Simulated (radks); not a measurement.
Results of a calculation; reference values are marked as such.
Problem. The mean radii <r> (bohr) of the occupied orbitals of an atom or ion are listed with their occupations. Code: a radial shooting solver on a logarithmic mesh with Libxc functionals. Model: Dirac Kohn-Sham, PBEsol, spin-unpolarised, spherical densities, finite nucleus; Fermi nuclear charge, rms radius of each element as measured or else 0.836 A^(1/3) + 0.57 fm.

| orbital | occ. | <r> |
|---|---|---|
| 1s1/2 | 2 | 0.05217 |
| 2s1/2 | 2 | 0.2351 |
| 2p1/2 | 2 | 0.2043 |
| 2p3/2 | 4 | 0.2076 |
| 3s1/2 | 2 | 0.6922 |
| 3p1/2 | 2 | 0.7085 |
| 3p3/2 | 4 | 0.7172 |
| 3d3/2 | 4 | 0.7613 |
| 3d5/2 | 2 | 0.7644 |

Name the element and its charge. Open shells, if any, fill j = l - 1/2 first.

Solution. Z = 29, copper, charge +5: Cu5+ in [Ar] 3d6. The 1s radius gives Z: for a bare nucleus <r> = (2 gamma + 1)/(2Z) with gamma = sqrt(1 - (Z/c)^2), 0.05094 bohr for Z = 29, and screening makes it slightly larger (0.05217 here). The occupations add up to 24, and the charge is Z minus that.
